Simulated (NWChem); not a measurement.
GeH4O4; SMILES [OH][Ge]([OH])([OH])[OH]

```xyz
9

O      1.1412     0.9603     0.9270
Ge     0.0000     0.0000     0.0000
O     -1.1412    -0.9603     0.9270
O     -0.9603     1.1412    -0.9270
O      0.9603    -1.1412    -0.9270
H      0.7808     1.8259     1.1511
H     -0.7808    -1.8259     1.1511
H     -1.8259     0.7808    -1.1511
H      1.8259    -0.7808    -1.1511
```
Atoms are numbered in this order, from 1.

Computed with NWChem. Pople sets run with spherical d functions. All runs use the structure optimised with PBE0/def2-SVP. Static field.

**Question.** Taking PBE0/aug-cc-pVDZ as the yardstick, which of these has the fewest basis functions while keeping “isotropic polarisability (bohr³)” within 5 % of it: PBE0/def2-SVP; PBE0/6-31G*; PBE0/def2-SVPD?

**Answer.** PBE0/def2-SVPD.
```
level             basis functions  isotropic polarisability (bohr³)  relative time (rough)
----------------  ---------------  --------------------------------  ---------------------
PBE0/6-31G*                    96                              34.0                      1
PBE0/def2-SVP                 108                              33.1                      1
PBE0/def2-SVPD                162                              44.2                      3
PBE0/aug-cc-pVDZ              164                              44.8                      8
```

The yardstick is one finite set, not the basis-set limit.
